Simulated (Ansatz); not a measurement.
Geometry optimisation, Ansatz 0.2.0, RKS PBE/def2-SVP.

The input (input.yaml):

```yaml
crystal:
  periodic: [false, false, false]
  atoms:
    - { symbol: W, position_ang: [0.0, 0.0, 0.0] }
    - { symbol: F, position_ang: [0.0, 0.0, 1.85] }
    - { symbol: H, position_ang: [1.72, 0.0, 0.0] }
    - { symbol: F, position_ang: [0.0, 1.85, 0.0] }
    - { symbol: O, position_ang: [-1.94, 0.0, 0.0] }
    - { symbol: H, position_ang: [-2.2771, -0.1263, 0.9437] }
    - { symbol: F, position_ang: [0.0, -1.85, 0.0] }
    - { symbol: F, position_ang: [0.0, 0.0, -1.85] }
basis:
  gaussian: { orbitals: def2-SVP }
hamiltonian:
  xc: pbe
relax:
  f_tol: 0.02
  max_steps: 40
```

Command:

```bash
$ ansatz run input.yaml --threads 2 --pin off --max-ram 3072MiB --backend cpu --events-out ev --progress --plain --runs-dir out
```

Q: Where does it end, and by what steps?

A: The forces met the threshold. After 17 steps the energy has fallen by 0.773 eV; H3 moved furthest, 0.48 Å.

```tsv
step	energy less start (eV)	largest force component (eV/Å)	accepted
0	0.0000	2.141	yes
1	-0.4093	1.276	yes
2	-0.5270	1.676	yes
3	-0.7013	1.258	yes
4	-0.7073	0.445	yes
5	-0.7551	0.444	yes
6	-0.7617	0.151	yes
7	-0.7602	0.484	no
8	-0.7649	0.060	yes
9	-0.7676	0.087	yes
10	-0.7694	0.096	yes
11	-0.7705	0.049	yes
12	-0.7728	0.056	yes
13	-0.7726	0.098	no
14	-0.7732	0.021	yes
15	-0.7722	0.082	no
16	-0.7732	0.066	no
17	-0.7733	0.008	yes
```

```xyz
8
Properties=species:S:1:pos:R:3
W -0.109 -0.006 -0.154
F -0.130 -0.015 1.780
H 1.504 -0.011 0.427
F 0.164 1.833 -0.244
O -1.948 -0.043 0.254
H -2.252 -0.068 1.190
F 0.192 -1.839 -0.292
F 0.083 0.022 -2.017
```

Run time: 68 s on 2 threads of Intel(R) Xeon(R) Platinum 8259CL CPU @ 2.50GHz (Skylake/Cascade Lake), with other jobs on the host, peak memory 0.18 GiB.
